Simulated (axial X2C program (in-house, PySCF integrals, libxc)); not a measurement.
A run on TaF without results

A two-component calculation with an axial X2C code built on PySCF integrals.

Input and command:
```json
{"zs": [73, 9], "q": 0, "bas": ["dyall-cv3z", "dyall-av3z"], "r0": 2.1, "levels": ["PBE0", "HF", "BP86", "PBE50", "B3LYP"], "nst": 3}
```
```bash
python soeom.py task.json out
```

Keys: zs atomic numbers; q charge; bas basis sets; r0 starting distance in Å; levels methods; nst determinants followed.

Outcome:

The PBE0 distance search ended without bracketing a minimum (an unconverged step or the end of its range); this says nothing on whether the molecule is bound.
